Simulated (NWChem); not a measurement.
System: GeNH$_{5}$; SMILES [NH2][GeH3]

Program: NWChem. The geometry was optimised at B3LYP/6-31G* (spherical d). Ions are spin-unrestricted doublets at the neutral geometry; other ion states weren't tried.

Task: Predict the results for B3LYP/def2-SVP. Quantities: vertical ionisation energy, ΔSCF (eV); −ε(HOMO) (eV).

Result: 
```json
{
 "vertical ionisation energy, ΔSCF (eV)": "9.66",
 "−ε(HOMO) (eV)": "6.89"
}
```
